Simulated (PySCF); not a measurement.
## Which determinant of IF lies lowest?

Unrestricted PBE0; I cc-pVTZ-PP with ECP28, F cc-pVTZ; scalar-relativistic core potentials (PySCF 2.14). Outer shells of the fragments: I 4d10 5s2 5p5; F 2s2 2p5.

Followed along the bond (rough minima from three points):

```json
{"2Ms+1": "1", "unpaired": "none", "⟨S²⟩ at the start": "0.00", "R at minimum (Å)": "1.92", "Te (eV)": "0.00"}
{"2Ms+1": "3", "unpaired": "σ ↑, π ↑", "⟨S²⟩ at the start": "2.01", "R at minimum (Å)": "none in the scan", "Te (eV)": "≤ 1.66"}
```

Solutions found at the starting distance of 1.925 Å, counted from the lowest of them; the search is not exhaustive and high or unbound solutions are not listed, so other states can lie among these:

```
2Ms+1  unpaired   term  E (eV)  ⟨S²⟩  ⟨Lz²⟩  μ (D)
    1      none    ¹Σ⁺    0.00  0.00   0.00  -1.93
    3  σ ↑, π ↑     ³Π    2.00  2.01   1.01  -1.91
    1  σ ↑, π ↓  mixed    2.33  1.01   1.01  -1.84
    3      π ↑↑    ³Σ⁻    5.13  2.01   0.00  -1.68
    1      π ↑↓  mixed    5.43  1.01   2.02  -1.63
    1      none  mixed    6.40  0.00   2.01  -1.43
    3      σ ↑↑    ³Σ⁺    6.49  2.00   0.00   1.00
```

A term symbol is given only where ⟨S²⟩ and ⟨Lz²⟩ are close to those of a pure state; real π, δ and φ orbitals otherwise mix terms. A positive dipole means I(−)F(+).

The measured ground state is X ¹Σ+ (Huber and Herzberg, Constants of Diatomic Molecules (1979)).

Spin–orbit coupling is left out. Counting both spins, an empty level lies below a filled one in some of these solutions, because spin and occupation are held.
